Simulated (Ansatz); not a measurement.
Gas-phase reaction in SMILES: N[Si](N)(N)F -> N[Si](N)F + [NH2] (NH2) (the N-Si bond at the site shown breaks; other sites are not compared here)
Each molecule is optimised on its own at B3LYP-D3(BJ)/def2-TZVP (Ansatz, a quantum-chemistry and plane-wave program), one conformer each, not searched for the lowest.

Quantity: bond dissociation energy (electronic energy difference), in kcal/mol. Valence correlation only, unless marked. Open shells are spin-unrestricted. Spin-orbit coupling is left out. Non-relativistic. CBS marks a two-point X^-3 extrapolation of the correlation energy; Hartree-Fock from the larger set. [CCSD(T)-MP2]/basis is that difference in the basis named.

```json
[
 {"level": "r2SCAN/def2-TZVPD", "program": "Ansatz", "bond dissociation energy (kcal/mol)": "111.2"},
 {"level": "B97M-V/def2-TZVPD", "program": "Ansatz", "bond dissociation energy (kcal/mol)": "116.5"},
 {"level": "PBE0-D3(BJ)/def2-TZVPD", "program": "Ansatz + dftd3", "bond dissociation energy (kcal/mol)": "114.1"},
 {"level": "BHLYP-D4/def2-TZVPD", "program": "Ansatz + dftd4", "bond dissociation energy (kcal/mol)": "114.2"},
 {"level": "r2SCANh-D4/def2-TZVPD", "program": "Ansatz + dftd4", "bond dissociation energy (kcal/mol)": "112.0"},
 {"level": "r2SCAN0-D4/def2-TZVPD", "program": "Ansatz + dftd4", "bond dissociation energy (kcal/mol)": "112.4"},
 {"level": "r2SCAN0/def2-TZVPD", "program": "Ansatz", "bond dissociation energy (kcal/mol)": "111.9"},
 {"level": "CAM-B3LYP-D3(BJ)/def2-TZVPD", "program": "Ansatz + dftd3", "bond dissociation energy (kcal/mol)": "116.3"},
 {"level": "B2PLYP/def2-TZVPD", "program": "Ansatz", "bond dissociation energy (kcal/mol)": "114.8"},
 {"level": "RPA@PBE/cc-pV(T+d)Z", "program": "Ansatz", "bond dissociation energy (kcal/mol)": "111.6"},
 {"level": "MP2/aug-cc-pV(D+d)Z", "program": "Ansatz", "bond dissociation energy (kcal/mol)": "116.7"},
 {"level": "CCSD/cc-pV(T+d)Z", "program": "Ansatz", "bond dissociation energy (kcal/mol)": "116.1"},
 {"level": "CCSD(T)/aug-cc-pV(D+d)Z", "program": "Ansatz", "bond dissociation energy (kcal/mol)": "111.0"},
 {"level": "CCSD(T)/cc-pV(T+d)Z", "program": "Ansatz", "bond dissociation energy (kcal/mol)": "117.8"},
 {"level": "RI-MP2/CBS(cc-pV(T+d)Z,cc-pV(Q+d)Z)+[CCSD(T)-MP2]/cc-pV(T+d)Z", "program": "Ansatz", "bond dissociation energy (kcal/mol)": "121.0"}
]
```
